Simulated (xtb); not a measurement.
F$_{6}$Te, triplet, from a rough starting geometry (a higher spin typed on purpose: for a closed-shell molecule this is an excited state); GFN2-xTB (xtb 6.7.1).

Input for xtb:
```
$ xtb mol.xyz --gfn 2 --uhf 2 --opt vtight --json

# file mol.xyz
7

F     -0.41027589    -1.28915959    -1.27741081
Te     0.04098733     0.02821328    -0.01723339
F      1.81985612    -0.22395802    -0.45397080
F      0.21567054    -1.33245201     1.27942073
F     -0.11790516     1.34151868    -1.28692658
F      0.45322799     1.26960854     1.27847088
F     -1.84755686     0.22291880     0.43598497
```

What the program printed (banner, timings and long lists left out):

```
   ID    Z sym.   atoms
    1    9 F      1, 3-7
    2   52 Te     2

           -------------------------------------------------
          |                Calculation Setup                |
           -------------------------------------------------

           -------------------------------------------------
          |                 G F N 2 - x T B                 |
           -------------------------------------------------

          ...................................................
          :                      SETUP                      :
          :.................................................:
          :  # basis functions                  34          :
          :  # atomic orbitals                  33          :
          :  # shells                           15          :
          :  # electrons                        48          :
          :  max. iterations                   250          :
          :  Hamiltonian                  GFN2-xTB          :
          :  restarted?                      false          :
          :  GBSA solvation                  false          :
          :  PC potential                    false          :
          :  electronic temp.          300.0000000     K    :
          :  accuracy                    1.0000000          :
          :  -> integral cutoff          0.2500000E+02      :
          :  -> integral neglect         0.1000000E-07      :
          :  -> SCF convergence          0.1000000E-05 Eh   :
          :  -> wf. convergence          0.1000000E-03 e    :
          :  Broyden damping             0.4000000          :
          :  net charge                          0          :
          :  unpaired electrons                  2          :
          ...................................................

 iter      E             dE          RMSdq      gap      omega  full diag
   1    -26.6605894 -0.266606E+02  0.170E+01    4.15       0.0  T
   2    -25.4220639  0.123853E+01  0.165E+01   14.35       1.0  T
   3    -31.0610589 -0.563900E+01  0.579E+00    9.87       1.0  T
   4    -31.1975552 -0.136496E+00  0.525E+00    8.44       1.0  T
   5    -31.1508123  0.467430E-01  0.411E+00    8.17       1.0  T
   6    -31.2250769 -0.742646E-01  0.339E+00    8.00       1.0  T
   7    -31.2641257 -0.390488E-01  0.334E+00    8.03       1.0  T
   8    -31.2505936  0.135321E-01  0.281E+00    8.11       1.0  T
   9    -31.3020687 -0.514751E-01  0.204E+00    8.13       1.0  T
[...]
 * total energy  :   -31.4545649 Eh     change       -0.4847054E-03 Eh
 * total energy  :   -31.4547008 Eh     change       -0.1359082E-03 Eh
 * total energy  :   -31.4547686 Eh     change       -0.6784772E-04 Eh
 * total energy  :   -31.4548985 Eh     change       -0.1298562E-03 Eh
 * total energy  :   -31.4549557 Eh     change       -0.5722198E-04 Eh
 * total energy  :   -31.4549770 Eh     change       -0.2131643E-04 Eh
 * total energy  :   -31.4549927 Eh     change       -0.1567291E-04 Eh
 * total energy  :   -31.4549987 Eh     change       -0.6036656E-05 Eh
 * total energy  :   -31.4550019 Eh     change       -0.3112080E-05 Eh
 * total energy  :   -31.4550025 Eh     change       -0.6811804E-06 Eh
 * total energy  :   -31.4550028 Eh     change       -0.3070600E-06 Eh
 * total energy  :   -31.4550029 Eh     change       -0.8262170E-07 Eh
   *** GEOMETRY OPTIMIZATION CONVERGED AFTER 23 ITERATIONS ***
         :: total energy             -31.455002926395 Eh    ::
[...]
             Fermi-level           -0.4797705 Eh          -13.0552 eV

     #   Z          covCN         q      C6AA      α(0)
     1   9 F        0.702    -0.079    10.067     3.746
     2  52 Te       4.236     0.444   387.733    36.393
     3   9 F        0.721    -0.057     9.869     3.710
     4   9 F        0.702    -0.079    10.069     3.747
     5   9 F        0.723    -0.079    10.064     3.746
     6   9 F        0.723    -0.079    10.062     3.746
     7   9 F        0.664    -0.072    10.010     3.735

 Mol. C6AA /au·bohr⁶  :       1438.640963
 Mol. C8AA /au·bohr⁸  :      74291.771629
 Mol. α(0) /au        :         58.822779

Wiberg/Mayer (AO) data.
largest (>0.10) Wiberg bond orders for each atom

 ---------------------------------------------------------------------------
     #   Z sym  total        # sym  WBO       # sym  WBO       # sym  WBO
 ---------------------------------------------------------------------------
     1   9 F    1.212 --     2 Te   0.822     4 F    0.128
     2  52 Te   5.226 --     5 F    0.992     6 F    0.992     3 F    0.893
                             4 F    0.824     1 F    0.822     7 F    0.702
     3   9 F    1.133 --     2 Te   0.893
     4   9 F    1.213 --     2 Te   0.824     1 F    0.128
     5   9 F    1.295 --     2 Te   0.992
     6   9 F    1.294 --     2 Te   0.992
     7   9 F    1.069 --     2 Te   0.702
 ---------------------------------------------------------------------------

Topologies differ in total number of bonds
Writing topology from bond orders to xtbtopo.mol

molecular dipole:
                 x           y           z       tot (Debye)
 q only:       -0.275      -0.174       0.061
   full:       -0.649      -0.382       0.144       1.950
molecular quadrupole (traceless):
                xx          xy          yy          xz          yz          zz
 q only:        0.699       1.470      -0.452      -0.196      -0.347      -0.247
  q+dip:        1.324       2.521      -0.667      -0.426      -0.587      -0.657
   full:        1.441       3.915      -1.130      -0.328      -0.934      -0.311

optimized geometry written to: xtbopt.xyz

           -------------------------------------------------
          | TOTAL ENERGY              -31.455002926395 Eh   |
          | GRADIENT NORM               0.000059439669 Eh/α |
          | HOMO-LUMO GAP               6.810045100535 eV   |
           -------------------------------------------------

normal termination of xtb
```
